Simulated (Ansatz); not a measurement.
Compare A (`OC[SiH](F)S`) with its isomer B (`CS[SiH](O)F`).

Isolated molecules relaxed with PBE0-D4/def2-TZVP in Ansatz; ΔE leaves out vibrations. CCSD(T)/CBS adds triple-zeta CCSD(T) − MP2 to the extrapolated MP2 energy (def2 sets, frozen cores). DFT in def2-TZVPP. B3LYP here is the variant with VWN-RPA as its local correlation; programs differ in this. One conformer a species, not always the lowest.

A:

```xyz
10

O     0.3100   -1.2664    1.0581
C    -0.2035    0.0620    1.0100
Si    0.0226    0.7863   -0.7103
F     1.6125    0.8664   -0.9262
S    -0.8767   -0.4962   -2.1298
H     1.2639   -1.2255    0.9457
H    -1.2676   -0.0045    1.2496
H     0.2557    0.7017    1.7758
H    -0.5181    2.1518   -0.9011
H    -0.5989   -1.5757   -1.3719
```

B:

```xyz
10

C     0.180   -0.708    1.669
S     1.188   -0.365    0.193
Si   -0.325    0.288   -1.126
O     0.365    0.985   -2.422
F    -1.263    1.310   -0.332
H     0.871   -1.031    2.445
H    -0.534   -1.509    1.478
H    -0.341    0.188    1.999
H    -1.215   -0.774   -1.627
H     1.074    1.615   -2.278
```

Question: Which isomer does CCSD(T)/CBS put lower? Give the gap. (Estimate.)

Answer: Ansatz gave: B, by 39.8 kcal/mol.

Question: Give E(B) − E(A) in kcal/mol with HF/def2-TZVPP, ωB97M-V, B2PLYP, MP2/def2-TZVPP, CCSD(T)/def2-TZVPP, B3LYP, r2SCAN-D4. (An estimate is asked.)

Answer: Computed: HF/def2-TZVPP -41.5, ωB97M-V -38.4, B2PLYP -39.6, MP2/def2-TZVPP -41.0, CCSD(T)/def2-TZVPP -38.9, B3LYP -38.4, r2SCAN-D4 -38.9. None reverses the order clearly.

Largest T1 diagnostic: 0.012.

From PBE to PBE0 (25 % exact exchange), in def2-TZVPP and without D4, E(B) − E(A) moves by −1.5 kcal/mol.
